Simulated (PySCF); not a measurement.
C₆ coefficients of unlike pairs at PBE

Calculated with PySCF 2.14 from the dipole response of each species, C₆(A,B) = (3/π) ∫ α_A(iu) α_B(iu) du, in atomic units, from isotropic polarisabilities. For ions this is the dispersion term alone; charge-induced terms of lower order in 1/R come first.

```json
{"species": "Ge²⁺", "configuration": "[Ar] 3d10 4s2 (1S)", "basis": "x2c-TZVPPall with one added diffuse shell each of s, p, d type (7s6p5d1f)", "relativity": "spin-free X2C", "α (bohr³)": "10.15", "C₆ (like pair)": "37.61"}
{"species": "Cd³⁺", "configuration": "[Kr] 4d9 (2D)", "basis": "aug-cc-pwCVTZ-PP with ECP28MDF (8s8p7d4f3g)", "relativity": "core potential", "α (bohr³)": "3.803", "C₆ (like pair)": "16.84"}
{"species": "S³⁺", "configuration": "[Ne] 3s2 3p1 (2P)", "basis": "def2-TZVPPD (6s6p4d1f)", "relativity": "none", "α (bohr³)": "5.338", "C₆ (like pair)": "14.16"}
{"species": "Ne", "configuration": "[Ne] (1S)", "basis": "x2c-QZVPPall with one added diffuse shell each of s, p, d, f type (8s5p4d3f1g)", "relativity": "spin-free X2C", "α (bohr³)": "2.918", "C₆ (like pair)": "7.191"}
```

Problem. Estimate C₆ for Ne with Ge²⁺.

Solution. The integral gives 15.19. The combination rule 2 C_A C_B / (C_A α_B/α_A + C_B α_A/α_B) gives 15.10 and the geometric mean 16.45.

No spin-orbit coupling is included.

The other pairs:

| pair | C₆ |
| --- | --- |
| S³⁺, Cd³⁺ | 14.17 |
| Ne, S³⁺ | 9.711 |
| Cd³⁺, Ge²⁺ | 21.83 |
| Ne, Cd³⁺ | 10.90 |
| S³⁺, Ge²⁺ | 22.86 |
